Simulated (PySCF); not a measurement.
## Shifts of the heteroatoms

Mapped SMILES: `[O:1]=[C:2]1[O:3][CH2:4][C@H:5]([C:6]([F:7])([F:8])[C:9]([F:10])([F:11])[F:12])[O:13]1`. Each H is labelled by its parent atom. Ha(C4) is cis to C6 on the ring; Hb(C4) is trans to C6 on the ring.

Theory: geometry from GFN2-xTB, σ from GIAO-PBE0/pcSseg-1, in PySCF 2.14.0 with density-fitted response routines (no solvent, one conformer, no relativistic terms, averaged over atoms made equivalent by symmetry, fast rotation or ring inversion).

(1) What are the $^{19}$F shifts?

(2) What are the $^{17}$O shifts?

Answers

(1) 
```
      atoms              environment  σ (ppm)  δ (ppm)
F10/F11/F12  fluorine of a CF3 group    266.4    -79.8
         F8  fluorine of a CF2 group    316.4   -124.9
         F7  fluorine of a CF2 group    325.9   -133.4
```

Shieldings were converted by a linear fit to measured shifts: $^{19}$F (scatter 6.0 ppm rms, 7.0 ppm with the 5 outliers that the fit left out vs CFCl3, solution or neat liquid, with a term for F on sp3 carbon). Occasional misses reach two or three times the rms, and more in compound classes unlike the fitted ones.

On a 300 MHz spectrometer $^{19}$F resonates near 282.3 MHz, so 1 ppm is 282.3 Hz.

(2) 
| atoms | environment | σ (ppm) | δ (ppm) |
| --- | --- | --- | --- |
| O1 | ester carbonyl oxygen | 28.4 | 240.9 |
| O13 | ester alkoxy oxygen | 182.6 | 100.4 |
| O3 | ester alkoxy oxygen | 194.2 | 89.8 |

Shieldings were converted by a linear fit to measured shifts: $^{17}$O: δ = 266.70 − 0.911σ (rms 10.7 ppm, 155 shifts, 12.2 ppm with the 3 outliers that the fit left out vs liquid water, solution or neat liquid). A few per cent of atoms miss by over 2 rms, more outside the fitted compound classes.

On a 300 MHz spectrometer $^{17}$O resonates near 40.7 MHz, so 1 ppm is 40.7 Hz.
